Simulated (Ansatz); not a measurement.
C4H13NSi (`CCN([SiH3])CC`), relaxed with RKS PBE0-D4/def2-TZVP in Ansatz 0.2.0 from a PBE-D4/def2-SVP geometry. The force threshold is 0.005 eV/Å; the program also tests the step.

The species carries charge 0 and has multiplicity 1.

Start:

```xyz
19

C     1.249   -1.014   -1.801
C     0.309   -1.052   -0.599
N    -0.267    0.247   -0.259
Si    0.658    1.737   -0.366
C    -1.406    0.184    0.656
C    -1.070   -0.194    2.105
H     2.157   -0.406   -1.604
H     0.744   -0.590   -2.693
H     1.591   -2.039   -2.047
H    -0.534   -1.747   -0.821
H     0.853   -1.510    0.267
H    -0.280    2.829    0.072
H     1.120    2.008   -1.774
H     1.892    1.800    0.516
H    -2.141   -0.549    0.245
H    -1.920    1.169    0.645
H    -1.987   -0.226    2.729
H    -0.376    0.544    2.558
H    -0.589   -1.192    2.170
```

| step | energy (eV) | largest force (eV/Å) | largest move (Å) |
| --- | --- | --- | --- |
| 1 | -13720.1941 | 0.525 | 0.000 |
| 2 | -13720.2702 | 0.293 | 0.043 |
| 3 | -13720.2790 | 0.087 | 0.015 |
| 4 | -13720.2793 | 0.017 | 0.007 |
| 5 | -13720.2795 | 0.026 | 0.028 |
| 6 | -13720.2799 | 0.027 | 0.051 |
| 7 | -13720.2799 | 0.016 | 0.029 |
| 8 | -13720.2800 | 0.007 | 0.004 |
| 9 | -13720.2800 | 0.004 | 0.003 |

End:

```xyz
19

C     1.252   -0.995   -1.761
C     0.303   -1.041   -0.581
N    -0.260    0.253   -0.248
Si    0.644    1.713   -0.388
C    -1.398    0.192    0.651
C    -1.067   -0.207    2.083
H     2.131   -0.378   -1.553
H     0.759   -0.593   -2.648
H     1.611   -2.001   -1.990
H    -0.529   -1.719   -0.818
H     0.826   -1.490    0.278
H    -0.240    2.795    0.117
H     1.026    2.004   -1.795
H     1.913    1.736    0.405
H    -2.126   -0.518    0.235
H    -1.889    1.169    0.655
H    -1.974   -0.234    2.693
H    -0.376    0.509    2.536
H    -0.606   -1.195    2.130
```

Run time 32 s (4 threads of an AMD EPYC 9R45 on a shared host); peak host memory 0.98 GiB.
